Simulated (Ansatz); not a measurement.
Total energies of ClF₂HNV (`[NH]=[V]([F])([F])[Cl]`).

```json
{"atom": "N1", "x (Å)": "0.397", "y (Å)": "-0.333", "z (Å)": "1.059"}
{"atom": "V2", "x (Å)": "-0.130", "y (Å)": "0.210", "z (Å)": "-0.339"}
{"atom": "F3", "x (Å)": "-1.562", "y (Å)": "1.124", "z (Å)": "-0.060"}
{"atom": "F4", "x (Å)": "1.104", "y (Å)": "1.184", "z (Å)": "-1.042"}
{"atom": "Cl5", "x (Å)": "-0.542", "y (Å)": "-1.501", "z (Å)": "-1.565"}
{"atom": "H6", "x (Å)": "0.733", "y (Å)": "-0.685", "z (Å)": "1.947"}
```

Charge 0, multiplicity 1. Correlated methods include outer-core shells of V, which these sets cover unevenly. Scalar relativity is left out up to krypton. The geometry is a stationary point of PBE0-D4/def2-TZVP. It is one conformer, not always the lowest. Basis def2-TZVPP, the Gaussian-basis code of Ansatz.

RPA on PBE orbitals: Hartree–Fock energy of these orbitals -1656.31761 Eh, correlation -2.23309 Eh (frozen core).

```
             functional  energy without D4 (Eh)  D4 term (kJ/mol)
            LDA (SPW92)             -1654.27053                 –
                 revPBE             -1659.31462             -38.5
                   BLYP             -1659.59941             -30.7
                 B97M-V             -1659.12332                 –
                   PBE0             -1658.91977             -11.9
                  B3LYP             -1659.57771             -23.0
HSE06 (plane-wave form)             -1658.89406             -11.2
                LC-ωPBE             -1659.06830                 –
                ωB97M-V             -1659.37126                 –
                 B2PLYP             -1659.13579                 –
```

Task: Give the same for PBE, r2SCAN, r2SCANh, r2SCAN0, BHLYP, CAM-B3LYP, ωB97X-V, PBE-QIDH. (Best estimate.)

Result: Ansatz gave: 
| functional | energy without D4 (Eh) | D4 term (kJ/mol) |
| --- | --- | --- |
| PBE | -1658.92742 | -14.1 |
| r2SCAN | -1659.40723 | -3.2 |
| r2SCANh | -1659.35682 | -3.5 |
| r2SCAN0 | -1659.28447 | -3.9 |
| BHLYP | -1659.33900 | -18.9 |
| CAM-B3LYP | -1659.51625 | -12.2 |
| ωB97X-V | -1659.23546 | – |
| PBE-QIDH | -1658.70208 | – |

B3LYP takes the VWN-RPA correlation (the form of Gaussian; ORCA's B3LYP/G). HSE06 is the plane-wave form, built on full-range PBE exchange. The double hybrids freeze the cores in their second-order part.

LC-ωPBE has ω = 0.4 bohr⁻¹.
